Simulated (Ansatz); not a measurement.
[Ni(SH)4]2- (NiH₄S₄²⁻). Total charge -2; triplet. Geometry PBE0-D4/def2-SVPD; atoms count from 1.

```xyz
9

Ni   -0.060   -0.049   -0.098
S    -1.253    0.845    1.736
H    -1.202    2.130    1.313
S     2.302    0.016   -0.040
H     2.445   -1.100    0.713
S    -0.548   -2.373    0.237
H     0.483   -2.808   -0.524
S    -0.435    1.566   -1.831
H    -1.732    1.772   -1.506
```

A multiply charged anion in the gas phase is held together partly by the finite basis. The highest occupied level of the charge -2 triplet lies above zero (up to 1.73 eV). The electron is either unbound and held by the finite basis, or the level is raised by self-interaction error.

Question: Estimate the Mulliken populations from the PBE0/def2-TZVPD orbitals of Ansatz.

Answer: 
```json
{"atom": "Ni1", "charge (e)": "0.51", "spin (α − β)": "1.66", "d electrons": "8.46"}
{"atom": "S2", "charge (e)": "-0.71", "spin (α − β)": "0.11", "d electrons": "–"}
{"atom": "H3", "charge (e)": "0.11", "spin (α − β)": "0.00", "d electrons": "–"}
{"atom": "S4", "charge (e)": "-0.71", "spin (α − β)": "0.11", "d electrons": "–"}
{"atom": "H5", "charge (e)": "0.11", "spin (α − β)": "0.00", "d electrons": "–"}
{"atom": "S6", "charge (e)": "-0.76", "spin (α − β)": "0.06", "d electrons": "–"}
{"atom": "H7", "charge (e)": "0.11", "spin (α − β)": "0.00", "d electrons": "–"}
{"atom": "S8", "charge (e)": "-0.76", "spin (α − β)": "0.06", "d electrons": "–"}
{"atom": "H9", "charge (e)": "0.11", "spin (α − β)": "0.00", "d electrons": "–"}
```
Mulliken values depend strongly on the basis. With diffuse functions, as here, like atoms can get unlike values, and bond orders can come out too low or too high.

Question: Where does the spin sit?

Answer: Summed by element: Ni 1.66, S 0.35, H 0.00, of 2 unpaired in all. Largest on single atoms: Ni1 1.66, S2 0.11, S4 0.11.

Question: And the Mayer bond orders between heavy atoms (over 0.3)?

Answer: Ni1–S2 0.67 (2.36 Å); Ni1–S4 0.67 (2.36 Å); Ni1–S6 0.57 (2.40 Å); Ni1–S8 0.57 (2.40 Å).
